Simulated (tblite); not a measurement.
C5H4F2O2.
Atom-mapped SMILES: `[O:1]=[C:2]1[CH2:3][CH:4]=[C:5]1[O:6][CH:7]([F:8])[F:9]` (hydrogens: H10, H11 on C3; H12 on C4; H13 on C7)

Computed with GFN2-xTB (tblite), gas phase: Langevin dynamics at 400 K from the optimised GFN2-xTB geometry, time step 0.5 fs, friction 0.01 fs⁻¹, 2000 steps.

Start geometry:
```
atom  x, y, z in Å
O1      0.140    2.029    0.247
C2      0.613    0.940    0.112
C3      2.041    0.360    0.092
C4      1.338   -0.957   -0.171
C5      0.102   -0.430   -0.138
O6     -1.133   -0.979   -0.304
C7     -2.204   -0.176   -0.049
F8     -3.231   -0.606   -0.794
F9     -2.592   -0.304    1.241
H10     2.671    0.738   -0.711
H11     2.574    0.436    1.038
H12     1.716   -1.948   -0.332
H13    -2.039    0.896   -0.248
```

The statistics below take the 31 frames saved every 25 fs from 250 to 1000 fs; their kinetic temperature (all 3N coordinates) averages 406 K.

Question: Give the mean, spread and extremes of the bond lengths.

Answer: 
| bond | start (Å) | mean (Å) | standard deviation (Å) | shortest (Å) | longest (Å) |
| --- | --- | --- | --- | --- | --- |
| O1=C2 | 1.195 | 1.196 | 0.015 | 1.169 | 1.225 |
| C2–C3 | 1.541 | 1.551 | 0.050 | 1.478 | 1.669 |
| C3–C4 | 1.516 | 1.518 | 0.044 | 1.426 | 1.624 |
| C4=C5 | 1.344 | 1.348 | 0.029 | 1.292 | 1.403 |
| C5–O6 | 1.363 | 1.366 | 0.033 | 1.313 | 1.450 |
| O6–C7 | 1.363 | 1.368 | 0.027 | 1.320 | 1.422 |
| C7–F8 | 1.339 | 1.349 | 0.039 | 1.282 | 1.436 |
| C7–F9 | 1.353 | 1.361 | 0.030 | 1.299 | 1.416 |
| C2–C5 | 1.484 | 1.493 | 0.029 | 1.442 | 1.553 |
| C3–H10 | 1.089 | 1.096 | 0.024 | 1.037 | 1.147 |
| C3–H11 | 1.089 | 1.098 | 0.041 | 1.021 | 1.189 |
| C4–H12 | 1.072 | 1.073 | 0.024 | 1.007 | 1.106 |
| C7–H13 | 1.103 | 1.108 | 0.042 | 1.035 | 1.213 |

Question: Give the same statistics for bond angles, one of each kind among heavy atoms.

Answer: 
| angle | start (°) | mean (°) | standard deviation (°) | smallest (°) | largest (°) |
| --- | --- | --- | --- | --- | --- |
| O1–C2–C3 | 135.4 | 134.5 | 3.9 | 124.2 | 143.2 |
| O1–C2–C5 | 136.4 | 136.2 | 4.2 | 127.9 | 143.9 |
| C3–C2–C5 | 88.2 | 88.0 | 1.8 | 84.2 | 92.2 |
| C2–C3–C4 | 84.3 | 83.9 | 2.1 | 80.4 | 89.2 |
| C3–C4–C5 | 94.6 | 95.0 | 2.3 | 90.1 | 99.7 |
| C4–C5–O6 | 132.3 | 131.4 | 4.4 | 122.1 | 142.6 |
| C2–C5–C4 | 92.9 | 92.3 | 1.9 | 88.5 | 96.3 |
| C2–C5–O6 | 134.8 | 135.2 | 4.4 | 125.5 | 144.0 |
| C5–O6–C7 | 116.9 | 117.7 | 4.8 | 106.2 | 128.6 |
| O6–C7–F8 | 108.0 | 108.0 | 3.7 | 100.0 | 117.5 |
| O6–C7–F9 | 110.4 | 109.8 | 4.2 | 100.8 | 118.2 |
| F8–C7–F9 | 106.3 | 106.4 | 4.7 | 97.0 | 114.6 |

Question: How far does each atom move about its mean position (frames aligned on the start, all atoms weighted alike), and what rms force does it feel?

Answer: 
```tsv
atom	rms displacement (Å)	rms force (eV/Å)
O1	0.32	1.33
C2	0.18	1.83
C3	0.09	2.19
C4	0.13	2.53
C5	0.14	2.20
O6	0.14	1.53
C7	0.11	2.04
F8	0.41	1.38
F9	0.51	1.22
H10	0.23	0.87
H11	0.27	1.33
H12	0.31	1.05
H13	0.48	1.25
```

The displacements run from 0.09 to 0.51 Å, the largest at F9.

Question: Follow the torsions C4–C5–O6–C7 and C5–O6–C7–F8 through every second one of these frames.

Answer: 
```
t (fs)  C4–C5–O6–C7 (°)  C5–O6–C7–F8 (°)
   250             -179             -173
   300              175             -176
   350              162              176
   400              170              173
   450              157              141
   500              178              135
   550              142              138
   600              141              127
   650              128              120
   700              142              135
   750              152              144
   800              171              157
   850              150              163
   900              156              164
   950              146              167
  1000              168              175
```

Largest departure from the start value over all these frames: C4–C5–O6–C7 44° (start 172°), C5–O6–C7–F8 35° (start 153°).

Question: How widely does the potential energy scatter, against a harmonic estimate?

Answer: Mean 0.61 eV above the start, standard deviation 0.114 eV, range 0.44 to 0.86 eV. For 33 classical harmonic modes at 400 K the canonical values are 33kT/2 = 0.57 eV and kT·√(33/2) = 0.140 eV.

The run is classical and short, so these are rough statistics of one trajectory.

What follows is the cost of the whole dynamics run. Hardware: one thread of an Arm Neoverse V1, no GPU (shared host). Cost: 10 s of wall time, 0.19 GiB resident at most.
